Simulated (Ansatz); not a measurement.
Consider the ligand exchange at the Si–C bond: `FC1C=C1[SiH3]` + `CB(C)N` → `CB(C)N[SiH3]` + `FC1C=C1`.

Computed with Ansatz on PBE0-D4/def2-TZVP structures; ΔE is electronic, products minus reactants. CBS: MP2 limit from def2 TZ/QZ plus the TZ coupled-cluster correction, frozen cores. Each species was taken in one conformer, which may not be the lowest.

| level | ΔE (kJ/mol) |
| --- | --- |
| SCS-MP2/def2-TZVPP | -17.3 |
| MP2/CBS(def2) | -17.1 |

**Question.** What does CCSD(T)/CBS give? (Estimate.)

**Answer.** The calculation gave: -17.2 kJ/mol. The listed levels differ from it by -0.1, 0.1 kJ/mol.

Largest T1 diagnostic among the species: 0.012.

In def2-TZVPP, CCSD(T) changes the Hartree–Fock value by +3.4 kJ/mol (the triples alone add +0.9 kJ/mol) and MP2 by +3.5 kJ/mol. From PBE to PBE0 (25 % exact exchange), in def2-TZVPP and without D4, ΔE moves by −4.2 kJ/mol.
